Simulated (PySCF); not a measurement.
Mo(S)2(OH)2 (H2MoO2S2), SMILES [Mo](=[S])([OH])(=[S])[OH], multiplicity 1.

Coordinates come from a PBE-D3(BJ)/def2-SVP optimisation. The geometry has at least one imaginary mode, so it is a saddle point at that level. The spin state was assumed, not searched. The structure was generated by enumeration; whether it is a known compound was not checked. The def2 effective core potentials stand for the cores of Mo; spin–orbit coupling is left out. The values are those of a single conformer.

The numbers are results of PySCF with PBE-D3(BJ)/def2-SVP, not measurements.

Frequencies are harmonic and unscaled.

| mode | ν (cm⁻¹) | IR (km/mol) | moving atoms (share of kinetic energy) |
|---|---|---|---|
| 1 | 175i | 0.0 | H 95 % |
| 2 | 70 | 323.1 | H 97 % |
| 3 | 182 | 6.1 | S 35 %, O 28 %, Mo 26 %, H 11 % |
| 4 | 195 | 2.1 | S 60 %, O 32 % |
| 5 | 201 | 6.8 | O 44 %, S 27 %, Mo 19 %, H 10 % |
| 6 | 205 | 0.0 | O 70 %, S 29 % |
| 7 | 216 | 2.6 | O 64 %, S 20 %, Mo 16 % |
| 8 | 505 | 165.3 | H 71 %, O 28 % |
| 9 | 528 | 4.6 | S 71 %, Mo 12 %, H 10 % |
| 10 | 554 | 63.6 | S 66 %, Mo 33 % |
| 11 | 576 | 196.7 | H 73 %, O 13 %, S 9 % |
| 12 | 707 | 94.5 | O 82 %, Mo 12 % |
| 13 | 749 | 49.0 | O 61 %, Mo 22 %, H 16 % |
| 14 | 3737 | 486.9 | H 94 % |
| 15 | 3740 | 23.2 | H 94 % |
